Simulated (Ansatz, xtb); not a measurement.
**Redistribution: C4H4BrN + CClF3 → C4H4FN + CBrClF2**

Gas-phase species: C4H4BrN `Brc1ccc[nH]1`, singlet; CClF3 `FC(F)(F)Cl`, singlet; C4H4FN `Fc1ccc[nH]1`, singlet; CBrClF2 `FC(F)(Cl)Br`, singlet. The partners trade Br for F; both sit on C, so the bond types are kept.

Shapes, held fixed at every level: PBE0-D4/def2-TZVP. Programs: Ansatz 0.2.0, xtb 6.7.1. The zero-point and thermal change to 298 K, harmonic and unscaled (PBE0-D4/def2-TZVP), is -1.8 kJ/mol.

Task: Estimate ΔH(298 K) of this reaction.

Result: The highest level, CCSD(T)/def2-TZVPP, gives ΔH(298 K) = +72.2 kJ/mol; the levels span +36.7 to +87.1. The column of differences is taken from that level and isn't an error. No measured value is set beside it here. Relativity is left out for Br. Outer-core shells of Br are correlated, in sets that cover them unevenly.

```csv
level,kind,ΔH(298 K) (kJ/mol),less CCSD(T)/def2-TZVPP
GFN0-xTB,semi-empirical,+36.7,-35.5
HF/def2-SVP,Hartree–Fock,+82.8,+10.6
wB97X-V/def2-TZVPP,range-separated hybrid,+64.3,-7.9
B2PLYP/def2-TZVPP,double hybrid,+66.5,-5.7
MP2/def2-SVP,perturbation theory,+87.1,+14.9
CCSD(T)/def2-SVP,coupled cluster or CI,+79.1,+6.9
CCSD/def2-TZVPP,coupled cluster or CI,+72.4,+0.2
CCSD(T)/def2-TZVPP,coupled cluster or CI,+72.2,0.0
```
